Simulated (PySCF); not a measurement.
TeCl2, SMILES Cl[Te]Cl.

Coordinates come from a PBE-D3(BJ)/def2-TZVP optimisation. The isomer is the one that the SMILES or the coordinates give; other isomers of the formula were not compared. The def2 effective core potentials stand for the cores of Te; spin–orbit coupling is left out.

Two levels are set side by side: PBE/def2-TZVPD (PySCF) and r2SCAN/def2-TZVPD (PySCF). Same geometry, gas phase. Differences are taken from unrounded values.

```tsv
quantity	r2SCAN	PBE	PBE minus r2SCAN
orbital gap (eV)	2.25	1.89	-0.36
highest occupied level (eV)	-5.84	-5.60	0.24
lowest empty level (eV)	-3.59	-3.71	-0.12
dipole moment (D)	1.86	1.82	-0.05
mean polarisability (bohr³)	70.2	72.4	2.2
```

Rough cost on one machine, each run with all the roots and properties that it gave: r2SCAN against PBE about 3 times.
